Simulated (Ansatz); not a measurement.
Basis-set extrapolation for CH6AlCl2N (`[CH3][Al-]([NH3+])([Cl])[Cl]`) (PBE0-D4/def2-TZVP geometry, frozen core, Ansatz). Multiplicity 1, RHF reference.

|  | def2-TZVPP | def2-QZVPP |
| --- | --- | --- |
| HF | -1257.016491 | -1257.053744 |
| MP2 correlation | -0.866470 | -0.940659 |
| CCSD(T) correlation | -0.962191 | not run |

Energies in hartree. Use E(X) = E(∞) + A·exp(−7.88·√X) for Hartree–Fock and E(X) = E(∞) + B·X^(−2.97) for correlation, with X = 3 and 4, and add CCSD(T) minus MP2 of the smaller set to the MP2 limit.

Problem. What is the CCSD(T) energy at the basis-set limit?

Solution. HF limit: -1257.053744 + (-0.037253) × 0.13774 = -1257.05888. MP2 limit: -0.940659 + (-0.074189) × 0.74074 = -0.99561. Higher-order term: -0.962191 − (-0.866470) = -0.09572. Total: -1258.15021 hartree, 450.3 kJ/mol below CCSD(T)/def2-TZVPP.
